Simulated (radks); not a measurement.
The numbers below are computed, except where a source is named.
Task: Ionisation of Si, [Ne] 3s2 3p2, to Si+, [Ne] 3s2 3p1, under several functionals. Non-relativistic Kohn-Sham, spin-unpolarised, spherical densities, point nucleus; a radial shooting solver on a logarithmic mesh with Libxc functionals. Known Delta-SCF values: RPBE 7.744 eV; r2SCAN 7.734 eV; LDA (Slater exchange, Perdew-Zunger correlation) 7.840 eV. What does Wu-Cohen GGA give, and what is its highest occupied eigenvalue?

Result: 7.728 eV by Delta-SCF; the 3p eigenvalue is -4.060 eV. NIST: 8.152 eV (measured).

Beside tabulated values, note that spin-unpolarised runs miss the spin-polarisation part of the exchange energy of open shells.
